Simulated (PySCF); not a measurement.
**Magnetic susceptibility: SMILES CC(=S)[C@@H]1C=CC1, C$_{6}$H$_{8}$S**

Molfile (atoms numbered from 1):
```
C6H8S
     RDKit          3D

 15 15  0  0  0  0  0  0  0  0999 V2000
    1.7949   -0.4510    0.3580 C   0  0  0  0  0  0  0  0  0  0  0  0
    1.0888    0.7229   -0.2227 C   0  0  0  0  0  0  0  0  0  0  0  0
    1.8738    1.8458   -1.0988 S   0  0  0  0  0  0  0  0  0  0  0  0
   -0.3729    0.8315    0.0231 C   0  0  2  0  0  0  0  0  0  0  0  0
   -0.9108    0.1925    1.2821 C   0  0  0  0  0  0  0  0  0  0  0  0
   -1.6479   -0.7073    0.6409 C   0  0  0  0  0  0  0  0  0  0  0  0
   -1.2490   -0.2333   -0.7266 C   0  0  0  0  0  0  0  0  0  0  0  0
    1.8478   -0.3386    1.4423 H   0  0  0  0  0  0  0  0  0  0  0  0
    1.2468   -1.3711    0.1572 H   0  0  0  0  0  0  0  0  0  0  0  0
    2.8049   -0.5280   -0.0356 H   0  0  0  0  0  0  0  0  0  0  0  0
   -0.7091    1.8540   -0.1572 H   0  0  0  0  0  0  0  0  0  0  0  0
   -0.7249    0.4254    2.3142 H   0  0  0  0  0  0  0  0  0  0  0  0
   -2.3111   -1.4943    0.9494 H   0  0  0  0  0  0  0  0  0  0  0  0
   -0.6892   -0.9415   -1.3347 H   0  0  0  0  0  0  0  0  0  0  0  0
   -2.0468    0.2010   -1.3258 H   0  0  0  0  0  0  0  0  0  0  0  0
  1  2  1  0
  2  3  2  0
  2  4  1  0
  4  5  1  0
  5  6  2  0
  6  7  1  0
  7  4  1  0
  1  8  1  0
  1  9  1  0
  1 10  1  0
  4 11  1  6
  5 12  1  0
  6 13  1  0
  7 14  1  0
  7 15  1  0
M  END
```

The calculation used PySCF, GIAO CAM-B3LYP/pcSseg-1 magnetisability, rotational g tensor and spin-rotation constants, non-relativistic, gas phase. Geometry: GFN2-xTB.

Question: How diamagnetic is it, and how anisotropic?

Answer: Isotropic -992 × 10⁻³⁰ J/T², or -59.7 × 10⁻⁶ cm³/mol; principal values -1190, -1032, -754 × 10⁻³⁰ J/T², anisotropy 382 × 10⁻³⁰ J/T² (root of half the summed squared differences of the principal values). The susceptibility is in cgs units.

Question: Split it along the inertial axes a, b, c into diamagnetic and paramagnetic parts about the centre of mass, with the quadrupole moment.

Answer: 
| axis | χ (10⁻⁶ cm³/mol) | diamagnetic (10⁻⁶ cm³/mol) | paramagnetic (10⁻⁶ cm³/mol) | summed x² of all electrons (Å²) | quadrupole Θ (D Å) |
| --- | --- | --- | --- | --- | --- |
| a | -48.0 | -372.8 | 324.8 | 182.4 | -4.94 |
| b | -60.2 | -908.9 | 848.7 | 56.0 | +2.20 |
| c | -71.0 | -1011.6 | 940.6 | 31.8 | +2.75 |

Anisotropies 2χaa − χbb − χcc = +35.2 and 2χbb − χaa − χcc = -1.4 × 10⁻⁶ cm³/mol. Θ is traceless in Buckingham's convention.

Question: And the rotational g tensor?

Answer: 
| axis | rotational constant (GHz) | g | nuclear part | electronic part |
| --- | --- | --- | --- | --- |
| a | 4.8030 | -0.0881 | 0.6448 | -0.7329 |
| b | 1.4330 | -0.0209 | 0.5504 | -0.5713 |
| c | 1.2880 | -0.0125 | 0.5567 | -0.5692 |

Asymmetric top; isotopes 12C, 1H, 32S; no vibrational averaging.
